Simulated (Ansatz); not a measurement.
Reactions of CH5BOSi, SMILES `O[SiH]1BC1`.

Calculated with Ansatz (gas phase, PBE0-D4/def2-TZVP geometries, no zero-point term in ΔE). CCSD(T)/CBS adds triple-zeta CCSD(T) − MP2 to the extrapolated MP2 energy (def2 sets, frozen cores). This one scheme is used for every species, atoms too. Functionals use def2-TZVPP. Open shells (•) are unrestricted, without spin–orbit coupling. Spin–orbit coupling would lower the free atoms: a little for B, C, O, Si. Elements past krypton have def2 core potentials. For Br, I, Se outer-core shells are correlated without core-valence functions, so the limit isn't a true one: a few kJ/mol of doubt a bond, and 10 to 20 or more in all where bonds break to atoms. Scalar relativity is left out up to krypton. One conformer a species, not always the lowest.

```tsv
reaction	r2SCAN-D4 (kcal/mol)	ωB97X-V (kcal/mol)	ωB97M-V (kcal/mol)	CCSD(T)/CBS(def2) (kcal/mol)
`O[SiH]1BC1` + HBr → `Br[SiH]1BC1` + H₂O	-4.8	-3.6	-3.8	-5.4
`O[SiH]1BC1` → B• + C• + 5 H• + O• + Si•	782.2	777.4	779.9	775.1
`O[SiH]1BC1` + HCl → `Cl[SiH]1BC1` + H₂O	-5.0	-4.2	-4.3	-5.1
`O[SiH]1BC1` + H₂Se → `[SeH][SiH]1BC1` + H₂O	1.8	3.6	3.3	1.0
`O[SiH]1BC1` + H₂ → `B1C[SiH2]1` + H₂O	15.9	14.5	15.3	14.2
`O[SiH]1BC1` + HI → `I[SiH]1BC1` + H₂O	-3.5	-1.8	-1.9	-4.7
`O[SiH]1BC1` + H–F → `F[SiH]1BC1` + H₂O	-9.3	-9.4	-9.1	-8.8
```

Largest T1 diagnostic: 0.014, for `B1C[SiH2]1`.
